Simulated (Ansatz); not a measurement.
One change: `CCOC#N` becomes `CCOBCl`.

Ansatz, PBE0-D4/def2-TZVP geometries, multiplicity 1. Each molecule was computed in one conformer, which needn't be the lowest.

```
                                                                                  property  `CCOC#N`
                                                     HOMO energy (ωB97M-V/def2-TZVPP) / eV    -10.74
                                                       LUMO energy (B3LYP/def2-TZVPP) / eV      0.36
                                          size of the dipole moment (B3LYP/def2-TZVPP) / D      4.78
                                                     LUMO energy (ωB97M-V/def2-TZVPP) / eV      2.25
                                            zero-point energy (PBE0-D4/def2-TZVP) / kJ/mol     208.3
ideal-gas entropy at 298 K and 1 bar (rigid rotor, harmonic PBE0-D4/def2-TZVP) / J/(mol·K)       311
```

What does the change do to each property? (An estimate is asked.)

Computed: 
| property | `CCOBCl` | shift |
| --- | --- | --- |
| HOMO energy (ωB97M-V/def2-TZVPP) / eV | -11.03 | -0.29 |
| LUMO energy (B3LYP/def2-TZVPP) / eV | -0.48 | -0.84 |
| size of the dipole moment (B3LYP/def2-TZVPP) / D | 2.84 | -1.94 |
| LUMO energy (ωB97M-V/def2-TZVPP) / eV | 1.68 | -0.57 |
| zero-point energy (PBE0-D4/def2-TZVP) / kJ/mol | 224.3 | 16.0 |
| ideal-gas entropy at 298 K and 1 bar (rigid rotor, harmonic PBE0-D4/def2-TZVP) / J/(mol·K) | 335 | 24 |

With PBE0 the HOMO falls by 0.30 eV and the LUMO falls by 0.97 eV, so the gap narrows by about 0.67 eV. PBE moves the HOMO by -0.32 eV and ωB97M-V by -0.29 eV. The zero-point energy changes by 16.0 kJ/mol with +3 modes. Dipoles are sizes alone; their direction can turn.

B3LYP here is the variant with VWN-RPA as its local correlation; programs differ in this.
